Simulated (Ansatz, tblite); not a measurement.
Removing and adding an electron: the cluster PSe3. Charge 0, multiplicity 2. Geometry: r2SCAN-D4/def2-SVP. Ansatz, gas phase; energy differences of separate SCF runs; the oxidised species was run as a singlet alone; the reduced species was run as a singlet alone.

```xyz
4

P    -0.2884    0.6606   -0.1929
Se    1.0946    1.8355    0.8828
Se    0.3261   -1.2142   -1.3195
Se   -1.1322   -1.2819    0.6296
```

The xTB rows come from tblite. The structure comes from a short search, and lower isomers may exist.

| level | −HOMO (eV) | vertical IE (eV) | −LUMO (eV) | vertical EA (eV) | HOMO–LUMO gap (eV) | IE − EA (eV) |
| --- | --- | --- | --- | --- | --- | --- |
| GFN1-xTB | – | 13.12 | – | 5.95 | – | 7.17 |
| GFN2-xTB | – | 12.94 | – | 8.23 | – | 4.71 |
| PBE-D4/def2-TZVPD | 5.57 | – | 5.31 | 2.83 | 0.27 | – |
| r2SCAN-D4/def2-TZVPD | 5.81 | – | 5.21 | 2.87 | 0.61 | – |
| PBE0-D4/def2-TZVPD | 6.66 | – | 4.58 | 2.93 | 2.08 | – |

Relaxing the reduced species (r2SCAN-D4/def2-SVPD) changes its energy by -0.31 eV at PBE-D4/def2-TZVPD, so the adiabatic electron affinity to this nearest minimum is 3.14 eV. At PBE0-D4/def2-TZVPD it is 3.16 eV.  Run but left out: PBE-D4/def2-TZVP, r2SCAN-D4/def2-TZVP (charge +1 singlet: an occupied level 0.22 to 0.24 eV above an empty one); PBE0-D4/def2-TZVP (charge +1 singlet: restricted singlet whose occupied levels cross empty ones at other levels, untested at these). At PBE0-D4/def2-TZVPD the highest occupied level of the doublet has β spin (-6.60 eV), and emptying it gives a triplet, which wasn't run; the ionisation energy to the singlet shown is then probably not the lowest one.  HOMO and LUMO are the levels of the spin that leaves or enters (xTB has no such levels and no spin-polarisation term). Other spin states of the ions may lie lower, which would lower the ionisation energy or raise the affinity. Raw xTB energy differences between charge states are shifted by several eV; the methods need an empirical correction for them.
